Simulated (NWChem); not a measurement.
Program: NWChem. System: ClTl, charge 1, spin multiplicity 2, at the geometry of a parent with another charge or spin, in a state set for the comparison that need not be this species' ground state. Its SCF solution wasn't tested for a lower state. Level: UPBE0/x2c-SVPall-2c, scalar ZORA.

The NWChem input:

```
start mol
memory heap 200 mb stack 900 mb global 1100 mb
charge 1
geometry units angstroms nocenter noautoz noautosym
  Tl     0.000000     0.000000    -0.437060
  Cl     0.000000     0.000000     2.082462
end
basis spherical
  * library x2c-svpall-2c
end
relativistic
  zora on
end
dft
  xc pbe0
  odft
  mult 2
  semidirect memsize 60000000 filesize 0
  iterations 100
  grid fine
end
task dft energy
```

Part of the output:

```
             Northwest Computational Chemistry Package (NWChem) 7.3.0
             --------------------------------------------------------

                                NWChem Input Module
                                -------------------

 Scaling coordinates for geometry "geometry" by  1.889725989
 (inverse scale =  0.529177249)

                             Geometry "geometry" -> ""
                             -------------------------

 Output coordinates in angstroms (scale by  1.889725989 to convert to a.u.)

  No.       Tag          Charge          X              Y              Z
 ---- ---------------- ---------- -------------- -------------- --------------
    1 Tl                  81.0000     0.00000000     0.00000000    -0.43706000
    2 Cl                  17.0000     0.00000000     0.00000000     2.08246200

 Effective nuclear repulsion energy (a.u.)     289.2124267510

            Nuclear Dipole moment (a.u.)
            ----------------------------
        X                 Y               Z
 ---------------- ---------------- ----------------
     0.0000000000     0.0000000000    -0.0000113384


 Summary of "ao basis" -> "" (spherical)
 ------------------------------------------------------------------------------
       Tag                 Description            Shells   Functions and Types
 ---------------- ------------------------------  ------  ---------------------
 *                       x2c-svpall-2c                on all atoms

                                 NWChem DFT Module
                                 -----------------

 Summary of "ao basis" -> "ao basis" (spherical)
 ------------------------------------------------------------------------------
       Tag                 Description            Shells   Functions and Types
 ---------------- ------------------------------  ------  ---------------------
 Tl                      x2c-svpall-2c              27       89   7s11p7d2f
 Cl                      x2c-svpall-2c               9       21   4s4p1d

 Summary of "ao basis" -> "ao basis" (spherical)
 ------------------------------------------------------------------------------
       Tag                 Description            Shells   Functions and Types
 ---------------- ------------------------------  ------  ---------------------
 Tl                      x2c-svpall-2c              27       89   7s11p7d2f
 Cl                      x2c-svpall-2c               9       21   4s4p1d

            General Information
            -------------------
          SCF calculation type: DFT
          Wavefunction type:  spin polarized.
          No. of atoms     :     2
          No. of electrons :    97
           Alpha electrons :    49
            Beta electrons :    48
          Charge           :     1
          Spin multiplicity:     2
          Use of symmetry is: off; symmetry adaption is: off
          Maximum number of iterations: 100
          AO basis - number of functions:   110
                     number of shells:    36
          Convergence on energy requested:  1.00D-06
          Convergence on density requested:  1.00D-05
          Convergence on gradient requested:  5.00D-04

              XC Information
              --------------
                         PBE0 Method XC Functional
                     Hartree-Fock (Exact) Exchange  0.250
          PerdewBurkeErnzerhof Exchange Functional  0.750
            Perdew 1991 LDA Correlation Functional  1.000 local
           PerdewBurkeErnz. Correlation Functional  1.000 non-local

             Grid Information
             ----------------
          Grid used for XC integration:  fine
          Radial quadrature: Mura-Knowles
          Angular quadrature: Lebedev.
          Tag              B.-S. Rad. Rad. Pts. Rad. Cut. Ang. Pts.
          ---              ---------- --------- --------- ---------
          Tl                  1.90      141           8.0       974
          Cl                  1.00      123          10.0       770
          Grid pruning is: on
          Number of quadrature shells:   264
          Spatial weights used:  Erf1

          Convergence Information
          -----------------------
          Convergence aids based upon iterative change in
          total energy or number of iterations.
          Levelshifting, if invoked, occurs when the
          HOMO/LUMO gap drops below (HL_TOL):  1.00D-02
          DIIS, if invoked, will attempt to extrapolate
          using up to (NFOCK): 10 stored Fock matrices.

                    Damping( 0%)  Levelshifting(0.5)       DIIS
                  --------------- ------------------- ---------------
          dE  on:    start            ASAP                start
          dE off:    2 iters        100 iters           100 iters

      Screening Tolerance Information
      -------------------------------
          Density screening/tol_rho:  1.00D-10
          AO Gaussian exp screening on grid/accAOfunc:  14
          CD Gaussian exp screening on grid/accCDfunc:  20
          XC Gaussian exp screening on grid/accXCfunc:  20
          Schwarz screening/accCoul:  1.00D-08

 dft: using ZORA

      Superposition of Atomic Density Guess
      -------------------------------------

 Sum of atomic energies:      -16869.08598306
          Performing ZORA calculations
          ----------------------------

       Generating atomic ZORA corrections
       ----------------------------------

 In dft_scf:: zora:Knucl= F

 Grid integrated density:      97.999999186726
 Requested integration accuracy:   0.10E-06

      Superposition of Atomic Density Guess
[...]
  ----- ------------  ---------------      ----- ------------  ---------------
   104      0.519879  2 Cl py               101      0.394695  2 Cl py
   103     -0.357585  2 Cl px               100     -0.271480  2 Cl px
    95     -0.201636  2 Cl py                94      0.138690  2 Cl px
    52     -0.071878  1 Tl d -1              27      0.054090  1 Tl py
    30      0.049836  1 Tl py                54     -0.049439  1 Tl d  1

 Vector   50  Occ=0.000000D+00  E=-2.747887D-01
              MO Center= -3.6D-07,  1.8D-07, -4.2D-01, r^2= 3.9D+00
   Bfn.  Coefficient  Atom+Function         Bfn.  Coefficient  Atom+Function
  ----- ------------  ---------------      ----- ------------  ---------------
    30      0.476479  1 Tl py                27      0.420003  1 Tl py
    29      0.420935  1 Tl px                26      0.371043  1 Tl px
    18     -0.171207  1 Tl py                24     -0.168360  1 Tl py
    17     -0.151249  1 Tl px                23     -0.148734  1 Tl px
    15      0.144790  1 Tl py                14      0.127912  1 Tl px

 Vector   51  Occ=0.000000D+00  E=-2.747887D-01
              MO Center= -2.9D-07,  2.0D-07, -4.2D-01, r^2= 3.9D+00
   Bfn.  Coefficient  Atom+Function         Bfn.  Coefficient  Atom+Function
  ----- ------------  ---------------      ----- ------------  ---------------
    29      0.476479  1 Tl px                26      0.420003  1 Tl px
    30     -0.420935  1 Tl py                27     -0.371043  1 Tl py
    17     -0.171207  1 Tl px                23     -0.168360  1 Tl px
    18      0.151249  1 Tl py                24      0.148734  1 Tl py
    14      0.144790  1 Tl px                15     -0.127912  1 Tl py

 Vector   52  Occ=0.000000D+00  E=-2.177403D-01
              MO Center= -3.1D-07,  2.2D-07, -5.0D-01, r^2= 4.5D+00
   Bfn.  Coefficient  Atom+Function         Bfn.  Coefficient  Atom+Function
  ----- ------------  ---------------      ----- ------------  ---------------
    31      0.773580  1 Tl pz                28      0.512975  1 Tl pz
   105      0.319068  2 Cl pz                 6      0.309719  1 Tl s
    93     -0.285428  2 Cl s                 19     -0.206857  1 Tl pz
    25     -0.203899  1 Tl pz                92     -0.194130  2 Cl s
   102      0.188841  2 Cl pz                 5     -0.182794  1 Tl s

                     DFT Final Beta Molecular Orbital Analysis
                     -----------------------------------------

 Vector   46  Occ=1.000000D+00  E=-6.427077D-01
              MO Center= -1.4D-07,  8.7D-08,  2.9D-01, r^2= 2.7D+00
   Bfn.  Coefficient  Atom+Function         Bfn.  Coefficient  Atom+Function
  ----- ------------  ---------------      ----- ------------  ---------------
     6      0.887887  1 Tl s                  5     -0.680899  1 Tl s
   105     -0.238291  2 Cl pz                 4      0.233943  1 Tl s
   102     -0.188367  2 Cl pz                92     -0.174338  2 Cl s
     7      0.166250  1 Tl s                  3     -0.132930  1 Tl s
    91      0.114236  2 Cl s                 96      0.102285  2 Cl pz

 Vector   47  Occ=1.000000D+00  E=-5.435558D-01
              MO Center= -3.5D-08, -3.5D-08,  2.0D+00, r^2= 1.3D+00
   Bfn.  Coefficient  Atom+Function         Bfn.  Coefficient  Atom+Function
  ----- ------------  ---------------      ----- ------------  ---------------
   104      0.542901  2 Cl py               101      0.406412  2 Cl py
   103      0.325433  2 Cl px               100      0.243617  2 Cl px
    95     -0.207092  2 Cl py                94     -0.124138  2 Cl px
    52     -0.076802  1 Tl d -1              27      0.057105  1 Tl py
    30      0.055965  1 Tl py                54      0.046038  1 Tl d  1

 Vector   48  Occ=1.000000D+00  E=-5.435558D-01
              MO Center=  7.1D-08, -4.0D-08,  2.0D+00, r^2= 1.3D+00
   Bfn.  Coefficient  Atom+Function         Bfn.  Coefficient  Atom+Function
  ----- ------------  ---------------      ----- ------------  ---------------
   103      0.542901  2 Cl px               100      0.406412  2 Cl px
   104     -0.325433  2 Cl py               101     -0.243617  2 Cl py
    94     -0.207092  2 Cl px                95      0.124138  2 Cl py
    54      0.076802  1 Tl d  1              26      0.057105  1 Tl px
    29      0.055965  1 Tl px                52      0.046038  1 Tl d -1

 Vector   49  Occ=0.000000D+00  E=-4.403787D-01
              MO Center= -3.1D-07,  2.6D-07,  9.0D-01, r^2= 3.9D+00
   Bfn.  Coefficient  Atom+Function         Bfn.  Coefficient  Atom+Function
  ----- ------------  ---------------      ----- ------------  ---------------
   105      0.552729  2 Cl pz                 6      0.488320  1 Tl s
     5     -0.375699  1 Tl s                102      0.375327  2 Cl pz
    28     -0.226253  1 Tl pz                 7      0.199244  1 Tl s
    96     -0.194907  2 Cl pz                53      0.151756  1 Tl d  0
     4      0.125134  1 Tl s                 31     -0.111934  1 Tl pz

 Vector   50  Occ=0.000000D+00  E=-2.654978D-01
              MO Center= -3.1D-07,  2.3D-07, -3.9D-01, r^2= 3.9D+00
   Bfn.  Coefficient  Atom+Function         Bfn.  Coefficient  Atom+Function
  ----- ------------  ---------------      ----- ------------  ---------------
    29      0.473383  1 Tl px                30      0.436762  1 Tl py
    26      0.404813  1 Tl px                27      0.373496  1 Tl py
    17     -0.166917  1 Tl px                23     -0.162571  1 Tl px
    18     -0.154004  1 Tl py                24     -0.149995  1 Tl py
    14      0.140893  1 Tl px                15      0.129994  1 Tl py

 Vector   51  Occ=0.000000D+00  E=-2.654977D-01
              MO Center= -1.7D-07,  4.4D-08, -3.9D-01, r^2= 3.9D+00
   Bfn.  Coefficient  Atom+Function         Bfn.  Coefficient  Atom+Function
  ----- ------------  ---------------      ----- ------------  ---------------
    30     -0.473383  1 Tl py                29      0.436762  1 Tl px
    27     -0.404813  1 Tl py                26      0.373496  1 Tl px
    18      0.166917  1 Tl py                24      0.162571  1 Tl py
    17     -0.154004  1 Tl px                23     -0.149995  1 Tl px
    15     -0.140893  1 Tl py                14      0.129994  1 Tl px

   alpha - beta orbital overlaps
   -----------------------------

   alpha      1      2      3      4      5      6      7      8      9     10
    beta      1      2      3      4      5      6      7      8      9     10
 overlap   1.000  1.000  1.000  1.000  1.000  1.000  1.000  1.000  1.000  1.000

   alpha     11     12     13     14     15     16     17     18     19     20
    beta     11     12     13     14     15     16     17     18     19     20
 overlap   1.000  1.000  1.000  1.000  1.000  1.000  1.000  1.000  1.000  1.000

   alpha     21     22     23     24     25     26     27     28     29     30
    beta     21     22     23     24     25     26     27     28     29     30
 overlap   1.000  1.000  1.000  1.000  1.000  1.000  0.744  0.744  1.000  1.000

   alpha     31     32     33     34     35     36     37     38     39     40
    beta     31     32     33     34     35     36     39     37     38     40
 overlap   1.000  1.000  1.000  1.000  1.000  1.000  1.000  1.000  1.000  0.997

   alpha     41     42     43     44     45     46     47     48     49     50
    beta     41     42     45     43     44     46     49     47     48     50
 overlap   1.000  1.000  0.997  1.000  1.000  0.973  0.975  0.910  0.910  0.994

   alpha     51     52     53     54     55     56     57     58     59     60
    beta     51     52     53     54     55     56     59     60     57     58
 overlap   0.994  0.995  0.999  0.998  0.883  0.883  0.998  0.998  1.000  1.000

   alpha     61     62     63     64     65     66     67     68     69     70
    beta     61     62     66     65     63     64     67     69     68     70
 overlap   1.000  0.996  0.739  0.739  1.000  1.000  0.997  0.988  0.988  0.999

   alpha     71     72     73     74     75     76     77     78     79     80
    beta     73     74     71     72     75     76     77     78     79     80
 overlap   1.000  1.000  1.000  1.000  1.000  1.000  1.000  1.000  1.000  1.000

   alpha     81     82     83     84     85     86     87     88     89     90
    beta     81     82     83     84     85     86     87     88     89     90
 overlap   1.000  1.000  1.000  1.000  1.000  1.000  1.000  1.000  1.000  1.000

   alpha     91     92     93     94     95     96     97     98     99    100
    beta     91     92     93     94     95     96     97     98     99    100
 overlap   1.000  1.000  1.000  1.000  0.983  0.983  1.000  1.000  1.000  1.000

   alpha    101    102    103    104    105    106    107    108    109    110
    beta    101    102    103    104    105    106    107    108    109    110
 overlap   1.000  1.000  1.000  1.000  1.000  1.000  1.000  1.000  1.000  1.000

     --------------------------
     Expectation value of S2:
     --------------------------
      <S2> =      0.7579 (Exact =     0.7500)

 center of mass
 --------------
 x =   0.00000000 y =   0.00000000 z =  -0.13203525

 moments of inertia (a.u.)
 ------------------
         677.183627005485           0.000000000000           0.000000000000
           0.000000000000         677.183627005485           0.000000000000
           0.000000000000           0.000000000000           0.000000000000

     Multipole analysis of the density
     ---------------------------------

     L   x y z        total         alpha         beta         nuclear
     -   - - -        -----         -----         ----         -------
     0   0 0 0      1.000000    -49.000000    -48.000000     98.000000

     1   1 0 0      0.000001      0.000001      0.000001      0.000000
     1   0 1 0     -0.000001     -0.000001     -0.000000      0.000000
     1   0 0 1     -0.719995     -1.296947      0.576964     -0.000011

     2   2 0 0    -26.734615    -13.917275    -12.817340      0.000000
     2   1 1 0     -0.000000     -0.000000     -0.000000      0.000000
     2   1 0 1     -0.000001     -0.000001      0.000000      0.000000
     2   0 2 0    -26.734614    -13.917275    -12.817340      0.000000
     2   0 1 1      0.000001      0.000000      0.000000      0.000000
     2   0 0 2    -23.299606   -178.555866   -163.267509    318.523769

 Task  times  cpu:       50.1s     wall:       50.1s

 Total times  cpu:       50.1s     wall:       50.1s
```
